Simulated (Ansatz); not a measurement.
Molecule (SMILES): B=[N] (BH-N), doublet.
Atoms: B1, N2, H3. Bonds: B1-N2, B1-H3.

How fast the highest harmonic wavenumber converges with the basis for several methods (Ansatz, a quantum-chemistry and plane-wave program): deviation from each method's own reference, in cm⁻¹. References: HF 2959 cm⁻¹, the value in def2-QZVPPD; MP2 2931 cm⁻¹, the value in def2-QZVPP; PBE 2787 cm⁻¹, the value in def2-QZVPPD; PBE0 2854 cm⁻¹, the value in def2-QZVPPD. Cartesian d functions, on some or all atoms, in 6-31G*; all else is spherical. In correlated methods cores are frozen. Core-valence sets carry the plain set on hydrogen. Open shells are unrestricted. No added dispersion term, no relativity. Each level at its own minimum, unscaled; the references are large sets that could be run, not limits.

| basis | functions | HF | MP2 | PBE | PBE0 |
|---|---|---|---|---|---|
| 6-31G* | 32 | (withheld) | 54 | 32 | 41 |
| def2-SVP | 33 | (withheld) | 18 | -10 | -2 |
| 6-311G** | 42 | (withheld) | 11 | 12 | 11 |
| 6-311+G** | 50 | (withheld) | 4 | 11 | 9 |
| pcseg-2 | 74 | (withheld) | 4 | 4 | 0 |
| cc-pVTZ | 74 | (withheld) | 5 | 4 | 3 |
| def2-TZVPP | 76 | (withheld) | 1 | 5 | 3 |
| def2-TZVPPD | 91 | (withheld) | 0 | 5 | 2 |
| jun-cc-pV(T+d)Z | 92 | (withheld) | -6 | -2 | -3 |
| 6-311++G(3df,3pd) | 96 | (withheld) | -3 | 6 | 4 |
| cc-pCVTZ | 100 | (withheld) | -1 | -3 | -3 |
| cc-pVQZ | 140 | (withheld) | 2 | 3 | 1 |

Q: Fill in the missing entries.

A: 
- 6-31G*, HF: 58
- def2-SVP, HF: 6
- 6-311G**, HF: 3
- 6-311+G**, HF: 2
- pcseg-2, HF: -5
- cc-pVTZ, HF: 3
- def2-TZVPP, HF: -1
- def2-TZVPPD, HF: -2
- jun-cc-pV(T+d)Z, HF: -3
- 6-311++G(3df,3pd), HF: 3
- cc-pCVTZ, HF: -3
- cc-pVQZ, HF: 0

Mean absolute deviation over 6-311G**, 6-311+G**, pcseg-2, cc-pVTZ, def2-TZVPP, def2-TZVPPD, jun-cc-pV(T+d)Z, 6-311++G(3df,3pd), cc-pCVTZ: HF 3, MP2 4, PBE0 4, PBE 6 cm⁻¹.
